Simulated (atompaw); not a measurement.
# rhenium (Re): PAW (atompaw) pseudisation with PBE, scalar-relativistic reference atom.

| Item | Value |
| --- | --- |
| Element | rhenium (Re) |
| Generator | atompaw 4.2.0.5 |
| Type | PAW |
| Functional | PBE |
| Relativity | scalar-relativistic |
| Frozen core | [Kr] 4d10 4f14 |
| Valence charge | 15 |
| Reference configuration | 5s2 5p6 5d5 6s2 6p0 |
| Partial waves | 5s (bound): rc 1.80 bohr; 6s (bound): rc 2.00 bohr; 5p (bound): rc 1.40 bohr; 6p (bound, empty): rc 2.00 bohr; 5d (bound): rc 2.00 bohr; 5d channel at -0.05 Ry: rc 2.00 bohr |
| Local potential | ultrasoft scheme with l = 3 at -0.5 Ry, radius 1.45 bohr |
| Core correction | smooth core density matched at 1.40 bohr |
| Augmentation charge | gaussian compensation charge, radius 1.75 bohr; PAW radius 2.00 bohr; waves and projectors: custom rrkj vanderbiltortho |

All-electron outer shells of the reference configuration (PBE, scalar-relativistic, ld1.x):

| shell | level (eV) | outermost node (bohr) | outermost maximum (bohr) |
| --- | --- | --- | --- |
| 4d | -255.33 | 0.21 | 0.44 |
| 5s | -85.25 | 0.52 | 0.93 |
| 5p | -47.01 | 0.56 | 1.06 |
| 4f | -42.31 | – | 0.41 |
| 6s | -5.94 | 1.24 | 2.57 |
| 5d | -5.37 | 0.62 | 1.41 |
| 6p | -1.32 | 1.48 | 3.65 |

(1) Does this generation succeed?

## Answers

(1) No. atompaw 4.2.0.5 stopped with "atompaw: The overlap operator has at least one negative eigenvalue!": the overlap operator built from these waves and projectors is not positive definite.
